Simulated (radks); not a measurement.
All-electron atom: Sn7+ in [Kr] 4d7.

Method: scalar-relativistic Kohn-Sham, r2SCAN, spin-polarised, spherical densities, finite nucleus; open shells are filled with parallel spins first (spin-orbit coupling, left out, can overturn this in heavy ions); meta-GGA in the generalised Kohn-Sham scheme; Fermi nuclear charge, rms radius 4.6519 fm; computed with a radial shooting solver on a logarithmic mesh with Libxc functionals.

Energy parts (hartree):
| part | energy |
|---|---|
| total | -6163.88756 |
| kinetic | 6436.39151 |
| electron-nucleus | -14730.10846 |
| Hartree | 2291.53168 |
| exchange-correlation | -161.70229 |

Orbitals (lengths in bohr, moments of r in powers of bohr; r(max) is where P^2 peaks):
orbital,occ.,eigenvalue (hartree),r(max)
1s up,1,-1072.365,0.01878
1s down,1,-1072.366,0.01878
2s up,1,-166.0297,0.1060
2s down,1,-165.9789,0.1060
2p up,3,-149.3612,0.08497
2p down,3,-149.3234,0.08496
3s up,1,-35.57646,0.3069
3s down,1,-35.56527,0.3070
3p up,3,-30.09382,0.3004
3p down,3,-30.07688,0.3006
3d up,5,-21.68393,0.2512
3d down,5,-21.64650,0.2514
4s up,1,-9.02954,0.7414
4s down,1,-8.87333,0.7400
4p up,3,-7.32031,0.7798
4p down,3,-7.16201,0.7784
4d up,5,-4.76823,0.8524
4d down,2,-4.61258,0.8528

The highest occupied level is 4d down at -125.51 eV. The density falls to 0.001 e/bohr^3 at r = 2.40 bohr. The electron density at the nucleus is 1.964e+05 e/bohr^3 (large components only). For comparison, the ionisation energy in NIST's Atomic Spectra Database is 135 eV (theoretical). In exact Kohn-Sham theory the highest level is minus the ionisation energy, but local and semilocal functionals leave it too shallow, through self-interaction and a potential that decays too fast; potentials with the right tail come closer.
